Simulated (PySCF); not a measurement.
**Ionisation energy of Cr²⁺ by level of theory**

Cr²⁺ [Ar] 3d4 (5D) → Cr³⁺ [Ar] 3d3 (4F), as a difference of total energies. Computed with PySCF 2.14 in def2-QZVPPD (11s6p5d3f2g, 93 functions), with the non-relativistic Hamiltonian (point nucleus). Correlated levels: valence: [Ar] frozen; valence and next inner shell: [Ne] frozen. The calculations carry no spin-orbit coupling.

| method | ionisation energy (eV) |
| --- | --- |
| UHF | 29.881 |
| PBE0 | 31.513 |
| r2SCAN | 31.260 |
| CAM-B3LYP | 31.537 |
| wB97X-V | 31.231 |
| HSE06 | 31.493 |
| B2PLYP | 31.076 |
| MP2 (valence) | 30.561 |
| SCS-MP2 (valence) | 30.107 |
| MP2 (valence and next inner shell) | 31.269 |
| SCS-MP2 (valence and next inner shell) | 30.812 |

Estimate what PBE gives.

31.717 eV, closest to CAM-B3LYP among the rows shown.

Estimate what LDA gives.

32.152 eV, closest to CAM-B3LYP among the rows shown.

A first-order spin-orbit estimate (lowest level to lowest level, LS coupling) adds -0.025 eV.

These non-relativistic numbers lack the scalar-relativistic shift.

Errors of the correlated levels include the incompleteness of this basis and the frozen core.

For comparison: 30.959 ± 0.025 eV (measured; NIST Atomic Spectra Database, ionization energies).
